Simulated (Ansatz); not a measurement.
Ansatz results at the PBE0-D4/def2-TZVP geometry: size of the dipole moment (PBE/def2-TZVPP) 1.84 D; zero-point energy (PBE0-D4/def2-TZVP) 217.2 kJ/mol; size of the dipole moment (ωB97M-V/def2-TZVPP) 1.87 D.

Each molecule was computed in one conformer, which needn't be the lowest.

Task: Which molecule gave them?
A. `C=CC[NH]`•
B. `[CH2][GeH2][OH]`•
C. `[CH3]`•
D. `[CH3][Al][O][SiH3]`•

Result: A. The others give `[CH3]`•: 0.00, 78.2, 0.00; `[CH3][Al][O][SiH3]`•: 1.15, 168.9, 1.16; `[CH2][GeH2][OH]`•: 1.00, 135.8, 1.11.
